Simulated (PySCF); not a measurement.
Computed with PySCF with TPSSh-D3(BJ)/def2-TZVP // BP86-D3(BJ)/def2-SVP. All species are isolated molecules in the gas phase. One relaxed conformer stands for a flexible species; it need not be the lowest. 

Reference species: [Zn(CH3)2] (neutral, multiplicity 1).

The HOMO comes out as -6.51 eV, the mean distance from the central atom to its bonded neighbours is 1.948 Å and the LUMO is -0.10 eV. The charge on the central atom (meta-Löwdin) comes out as 1.04 e.

Changed species: [Zn(H)2] (2 of 2 CH3 replaced by H; the reference has 0 of 2 CH3 replaced by H).

Question: Predict the effect on the HOMO, mean distance from the central atom to its bonded neighbours, LUMO and charge on the central atom (meta-Löwdin).

Answer: the HOMO drops by 0.98 eV, to -7.49 eV; the mean distance from the central atom to its bonded neighbours decreases by 0.399 Å, to 1.549 Å; the LUMO decreases by 0.84 eV, to -0.94 eV; the charge on the central atom (meta-Löwdin) falls by 0.16 e, to 0.88 e.
